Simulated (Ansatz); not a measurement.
Cost and result up the ladder for SiHF₃ (5 atoms). The state is a singlet with charge 0. Geometry: PBE0-D4/def2-TZVP.

```xyz
5

Si   -0.021    0.017    0.030
H    -0.771    0.641    1.119
F     1.527    0.141    0.281
F    -0.354    0.710   -1.342
F    -0.381   -1.509   -0.089
```

Ansatz on 4 threads of Arm Neoverse V1 on a shared host. Times are rough, and most runs start from the orbitals of an earlier one. ωB97X-V/def2-TZVP serves as the yardstick here, not as an exact answer. Differences are given only for rows in sets of like size (and for xTB, whose basis is part of the method), since another set adds its own error. Binding counts from free atoms at the same level (Si triplet, H doublet, F doublet; other spins of the atoms weren't run), without zero-point energy or a counterpoise term.

B3LYP takes the VWN-RPA correlation. HSE06 is defined as in plane-wave codes, on full-range PBE exchange. Correlated methods freeze 8 core orbitals.

Correlated methods converge slowly with the basis.

```json
{"level": "HF/STO-3G", "functions": "25", "wall time": "0.1 s", "binding energy per atom (eV)": "2.53", "difference from ωB97X-V/def2-TZVP (eV)": "–"}
{"level": "HF/6-31G", "functions": "42", "wall time": "0.1 s", "binding energy per atom (eV)": "2.33", "difference from ωB97X-V/def2-TZVP (eV)": "–"}
{"level": "PBE-D4/def2-SVP", "functions": "65", "wall time": "0.4 s", "binding energy per atom (eV)": "4.32", "difference from ωB97X-V/def2-TZVP (eV)": "–"}
{"level": "B3LYP-D4/6-31G", "functions": "42", "wall time": "0.4 s", "binding energy per atom (eV)": "3.46", "difference from ωB97X-V/def2-TZVP (eV)": "–"}
{"level": "PBE0-D4/def2-SVP", "functions": "65", "wall time": "0.5 s", "binding energy per atom (eV)": "4.17", "difference from ωB97X-V/def2-TZVP (eV)": "–"}
{"level": "MP2/def2-TZVP", "functions": "136", "wall time": "0.65 s", "binding energy per atom (eV)": "4.48", "difference from ωB97X-V/def2-TZVP (eV)": "0.09"}
{"level": "revPBE-D4/def2-TZVP", "functions": "136", "wall time": "0.7 s", "binding energy per atom (eV)": "4.27", "difference from ωB97X-V/def2-TZVP (eV)": "-0.13"}
{"level": "BLYP-D4/def2-TZVP", "functions": "136", "wall time": "0.75 s", "binding energy per atom (eV)": "4.37", "difference from ωB97X-V/def2-TZVP (eV)": "-0.03"}
{"level": "PBE-D4/def2-TZVP (with forces)", "functions": "136", "wall time": "0.8 s", "binding energy per atom (eV)": "4.41", "difference from ωB97X-V/def2-TZVP (eV)": "0.01"}
{"level": "HSE06-D4/def2-TZVP", "functions": "136", "wall time": "0.9 s", "binding energy per atom (eV)": "4.30", "difference from ωB97X-V/def2-TZVP (eV)": "-0.09"}
{"level": "r2SCAN-D4/def2-TZVP", "functions": "136", "wall time": "1.6 s", "binding energy per atom (eV)": "4.40", "difference from ωB97X-V/def2-TZVP (eV)": "0.00"}
{"level": "r2SCAN0-D4/def2-TZVP", "functions": "136", "wall time": "1.7 s", "binding energy per atom (eV)": "4.28", "difference from ωB97X-V/def2-TZVP (eV)": "-0.12"}
{"level": "r2SCANh-D4/def2-TZVP", "functions": "136", "wall time": "1.8 s", "binding energy per atom (eV)": "4.35", "difference from ωB97X-V/def2-TZVP (eV)": "-0.05"}
{"level": "ωB97X-V/def2-TZVP", "functions": "136", "wall time": "2 s", "binding energy per atom (eV)": "4.40", "difference from ωB97X-V/def2-TZVP (eV)": "0.00"}
```
